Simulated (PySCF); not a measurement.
Ga(F)2(OMe) (CH3F2GaO), SMILES C[O][Ga]([F])[F]. Atoms are numbered in the order given.

```xyz
8

Ga     0.0177     0.3706     0.0000
F      0.9581     1.8464     0.0000
F     -1.7379     0.4975     0.0000
O      0.8169    -1.2169     0.0000
C      0.0573    -2.4237     0.0000
H      0.3158    -3.0240    -0.8994
H      0.3158    -3.0240     0.8994
H     -1.0423    -2.2579     0.0000
```
Charge 0, spin multiplicity 1.

The structure is a stationary point at PBE-D3(BJ)/def2-SVP. One conformer was computed; it need not be the lowest.

Computed with PBE-D3(BJ)/def2-SVP run with PySCF.

Frequencies are harmonic and unscaled.

| mode | ν (cm⁻¹) | IR (km/mol) | moving atoms (share of kinetic energy) |
|---|---|---|---|
| 1 | 62 | 1.3 | H 78 %, O 17 % |
| 2 | 99 | 0.2 | H 34 %, F 22 %, O 20 %, C 18 % |
| 3 | 101 | 5.1 | F 45 %, C 28 %, H 14 %, Ga 12 % |
| 4 | 177 | 27.2 | F 81 %, Ga 14 % |
| 5 | 181 | 38.0 | Ga 41 %, F 34 %, O 21 % |
| 6 | 271 | 14.4 | O 36 %, C 26 %, H 14 %, Ga 14 %, F 10 % |
| 7 | 595 | 5.3 | O 48 %, F 33 %, C 10 % |
| 8 | 693 | 71.2 | F 58 %, Ga 26 %, O 12 % |
| 9 | 727 | 65.3 | F 70 %, Ga 28 % |
| 10 | 1072 | 175.3 | O 48 %, C 42 %, H 9 % |
| 11 | 1129 | 0.7 | H 78 %, C 18 % |
| 12 | 1156 | 9.1 | H 67 %, C 20 %, O 13 % |
| 13 | 1418 | 1.6 | H 96 % |
| 14 | 1419 | 17.6 | H 89 %, C 10 % |
| 15 | 1424 | 4.5 | H 97 % |
| 16 | 2933 | 67.9 | H 98 % |
| 17 | 3023 | 19.9 | H 90 %, C 10 % |
| 18 | 3023 | 24.1 | H 90 %, C 10 % |
